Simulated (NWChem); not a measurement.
System: sulfur difluoride (SF$_{2}$); SMILES FSF

NWChem input:

```
start job
memory heap 200 mb stack 900 mb global 1100 mb
geometry units angstroms noautosym nocenter noautoz
  F      1.227542     0.000000    -0.496096
  S      0.000000     0.000000     0.548457
  F     -1.227542     0.000000    -0.496096
end
basis spherical
  * library 6-31g*
end
dft
  xc m06-2x
  iterations 150
end
cosmo
  do_cosmo_smd true
  solvent dcm
end
task dft energy
```

Excerpt of the output:

```
             Northwest Computational Chemistry Package (NWChem) 7.3.0
             --------------------------------------------------------

                             Geometry "geometry" -> ""
                             -------------------------

 Output coordinates in angstroms (scale by  1.889725989 to convert to a.u.)

  No.       Tag          Charge          X              Y              Z
 ---- ---------------- ---------- -------------- -------------- --------------
    1 F                    9.0000     1.22754200     0.00000000    -0.49609600
    2 S                   16.0000     0.00000000     0.00000000     0.54845700
    3 F                    9.0000    -1.22754200     0.00000000    -0.49609600

 Effective nuclear repulsion energy (a.u.)     112.0126537180

                                 NWChem DFT Module
                                 -----------------

 Summary of "ao basis" -> "ao basis" (spherical)
 ------------------------------------------------------------------------------
       Tag                 Description            Shells   Functions and Types
 ---------------- ------------------------------  ------  ---------------------
 F                           6-31g*                  6       14   3s2p1d
 S                           6-31g*                  8       18   4s3p1d

 in cosmo_initialize ...
 calling solv_data for solv:dcm

 solvent parameters
 solvname_short: dcm
 solvname_long:  dichloromethane
 dielec:        8.9300
 dielecinf:     2.0283
 nonaqueous SMD model solvent descriptors
 dielec:        8.9300
 sola:          0.1000
 solb:          0.0500
 solc:          0.0000
 solg:         39.1500
 solh:          0.6670
 soln:          1.4242

          ---------------
          -cosmo- solvent
          ---------------
 Cosmo: York-Karplus, doi: 10.1021/jp992097l
 dielectric constant -eps-     =   8.93
 screen = (eps-1)/(eps    )    =   0.88802
 surface charge correction     = lagrangian

   van der Waals surface
 --------------------------

 ---------- ATOMIC COORDINATES (A.U.) ------------ VDWR(ANG.) --
     1    2.31971802    0.00000000   -0.93748550     1.730
     2    0.00000000    0.00000000    1.03643345     2.490
     3   -2.31971802    0.00000000   -0.93748550     1.730
 number of segments per atom =        128
 number of   points per atom =        128
 atom (   nspa,  nppa )
 ----------------------
    1 (     66,     0 )       0
    2 (    100,     0 )       0
    3 (     66,     0 )       0
 number of -cosmo- surface points =      232
 molecular surface =     90.192 angstrom**2
 molecular volume  =     75.686 angstrom**3
 -lineq- algorithm             =   0
 -bem- low  level              =   3
 -bem- from -octahedral-
 gaussian surface charge width =   4.50000
 degree of switching           =   1.00000
 switching function tolerance  =   0.00010
 atomic radii =
 --------------
    1  9.000  1.730
    2 16.000  2.490
    3  9.000  1.730
 ...... end of -cosmo- initialization ......

 nat:                     3
 ixmem:                   608
 calling mnsol_interface()
 G(SMD-CDS) energy (kcal/mol)  =    -0.707
 SMD-CDS SASA (angstrom**2)    =    86.467

            General Information
            -------------------
          SCF calculation type: DFT
          Wavefunction type:  closed shell.
          No. of atoms     :     3
          No. of electrons :    34
           Alpha electrons :    17
            Beta electrons :    17
          Charge           :     0
          Spin multiplicity:     1
          Use of symmetry is: off; symmetry adaption is: off
          Maximum number of iterations: 150
          AO basis - number of functions:    46
                     number of shells:    20
          Convergence on energy requested:  1.00D-06
          Convergence on density requested:  1.00D-05
          Convergence on gradient requested:  5.00D-04

              XC Information
              --------------
                       M06-2X Method XC Functional
                     Hartree-Fock (Exact) Exchange  0.540
                        M06-2X Exchange Functional  1.000
                      M06-2X Correlation Potential  1.000

[...]

                                COSMO-SMD solvation results
                                ---------------------------

             internal energy in gas <Psi(g)|H|Psi(g)> =      -597.689097501843
         internal energy in solvent <Psi(s)|H|Psi(s)> =      -597.688962906639
                               delta internal energy  =         0.000134595204 (    0.08 kcal/mol)
   total free energy in solvent <Psi(s)|H+V/2|Psi(s)> =      -597.690695399509
 polarization energy contribution <Psi(s)|V/2|Psi(s)> =        -0.001732492870 (   -1.09 kcal/mol)
    total free energy in solvent including G(SMD-CDS) =      -597.691822239277
                       G(SMD-CDS) energy contribution =        -0.001126839768 (   -0.71 kcal/mol)
     1 M fixed-concentration free energy of solvation =        -0.002724737434 (   -1.71 kcal/mol)

                       DFT Final Molecular Orbital Analysis
                       ------------------------------------

 Vector   15  Occ=2.000000D+00  E=-5.237707D-01
              MO Center= -1.9D-08, -5.3D-11, -4.5D-01, r^2= 2.0D+00
   Bfn.  Coefficient  Atom+Function         Bfn.  Coefficient  Atom+Function
  ----- ------------  ---------------      ----- ------------  ---------------
     3      0.404232  1 F  px                35      0.404232  3 F  px
     7      0.287812  1 F  px                39      0.287812  3 F  px
     5      0.250911  1 F  pz                37     -0.250911  3 F  pz
     9      0.173341  1 F  pz                41     -0.173341  3 F  pz
    25      0.078142  2 S  px                31     -0.043631  2 S  d  1

 Vector   16  Occ=2.000000D+00  E=-4.912055D-01
              MO Center= -1.0D-08, -2.4D-10,  1.3D-01, r^2= 2.1D+00
   Bfn.  Coefficient  Atom+Function         Bfn.  Coefficient  Atom+Function
  ----- ------------  ---------------      ----- ------------  ---------------
     5      0.370701  1 F  pz                37      0.370701  3 F  pz
    23     -0.360797  2 S  pz                20     -0.336461  2 S  s
    24     -0.304714  2 S  s                  9      0.282641  1 F  pz
    41      0.282641  3 F  pz                16      0.158277  2 S  s
    19      0.139450  2 S  pz                 3     -0.057528  1 F  px

 Vector   17  Occ=2.000000D+00  E=-3.102815D-01
              MO Center= -9.7D-10,  1.2D-10,  4.0D-01, r^2= 1.6D+00
   Bfn.  Coefficient  Atom+Function         Bfn.  Coefficient  Atom+Function
  ----- ------------  ---------------      ----- ------------  ---------------
    22      0.734371  2 S  py                26      0.352848  2 S  py
    18     -0.260973  2 S  py                 4     -0.240812  1 F  py
    36     -0.240812  3 F  py                 8     -0.198717  1 F  py
    40     -0.198717  3 F  py

 Vector   18  Occ=0.000000D+00  E=-1.005159D-02
              MO Center=  4.8D-10, -6.9D-11,  6.1D-01, r^2= 2.0D+00
   Bfn.  Coefficient  Atom+Function         Bfn.  Coefficient  Atom+Function
  ----- ------------  ---------------      ----- ------------  ---------------
    25      0.696190  2 S  px                21      0.624211  2 S  px
     6     -0.322751  1 F  s                 38      0.322751  3 F  s
     9     -0.236089  1 F  pz                41      0.236089  3 F  pz
     5     -0.229927  1 F  pz                37      0.229927  3 F  pz
    17     -0.220640  2 S  px                31     -0.128476  2 S  d  1

 Vector   19  Occ=0.000000D+00  E= 3.476004D-02
              MO Center=  5.9D-10,  1.3D-11,  1.8D-01, r^2= 2.0D+00
   Bfn.  Coefficient  Atom+Function         Bfn.  Coefficient  Atom+Function
  ----- ------------  ---------------      ----- ------------  ---------------
    27      0.672864  2 S  pz                23      0.581214  2 S  pz
     6      0.376947  1 F  s                 38      0.376947  3 F  s
    20     -0.352540  2 S  s                 24     -0.352872  2 S  s
     7     -0.307221  1 F  px                39      0.307221  3 F  px
     3     -0.277013  1 F  px                35      0.277013  3 F  px

 Vector   20  Occ=0.000000D+00  E= 2.975218D-01
              MO Center=  2.9D-09, -2.5D-09,  4.8D-01, r^2= 2.9D+00
   Bfn.  Coefficient  Atom+Function         Bfn.  Coefficient  Atom+Function
  ----- ------------  ---------------      ----- ------------  ---------------
    24      2.063722  2 S  s                 20     -1.635071  2 S  s
     6     -0.395358  1 F  s                 38     -0.395358  3 F  s
    27     -0.229484  2 S  pz                23     -0.111459  2 S  pz
     7      0.090852  1 F  px                39     -0.090852  3 F  px
    16      0.079650  2 S  s                  5      0.073653  1 F  pz

     Multipole analysis of the density
     ---------------------------------

     L   x y z        total         alpha         beta         nuclear
     -   - - -        -----         -----         ----         -------
     0   0 0 0     -0.000000    -17.000000    -17.000000     34.000000

     1   1 0 0     -0.000000     -0.000000     -0.000000      0.000000
     1   0 1 0      0.000000      0.000000      0.000000      0.000000
     1   0 0 1      0.595572      0.443688      0.443688     -0.291804

     2   2 0 0    -16.777313    -56.818482    -56.818482     96.859650
     2   1 1 0     -0.000000     -0.000000     -0.000000      0.000000
     2   1 0 1     -0.000000     -0.000000     -0.000000      0.000000
     2   0 2 0    -16.863489     -8.431745     -8.431745      0.000000
     2   0 1 1      0.000000      0.000000      0.000000      0.000000
     2   0 0 2    -15.259569    -24.133250    -24.133250     33.006932
```

Level: M06-2X/6-31G* (spherical d), SMD on the gas-phase geometry. Geometry: optimised at PBE0/def2-SVP. Solvent: dichloromethane.
